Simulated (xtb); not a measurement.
molecular hydrogen (H₂), SMILES [H][H]. All values are semi-empirical tight-binding results from xtb (GFN2-xTB unless named), good for trends rather than for accurate numbers. Coordinates come from a GFN2-xTB optimisation.

Computed properties:
```yaml
point_group_as_xtb_finds_it: D∞h
orbital_gap: 16.09 eV
dipole_moment: 0.00 D
static polarisability (D4 model): 5.5 bohr³
solvation energy, GFN2-xTB/ALPB(water): 0.5 kcal/mol
solvation energy, GFN2-xTB/ALPB(dmso): 1.5 kcal/mol
```
